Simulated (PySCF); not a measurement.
bromine monochloride cation (BrCl), SMILES ClBr (connectivity only; charge and spin as stated), charge +1, multiplicity 2.

Coordinates come from a r2SCAN-D4/def2-TZVP optimisation. The multiplicity is an assumed one; other spin states were not compared.

The numbers are results of r2SCAN-D4/def2-TZVP in PySCF 2.14.0, not measurements.

Frequencies are harmonic and unscaled.

```csv
mode,ν (cm⁻¹),IR (km/mol),moving atoms (share of kinetic energy)
1,506,0.1,"Cl 69 %, Br 31 %"
```
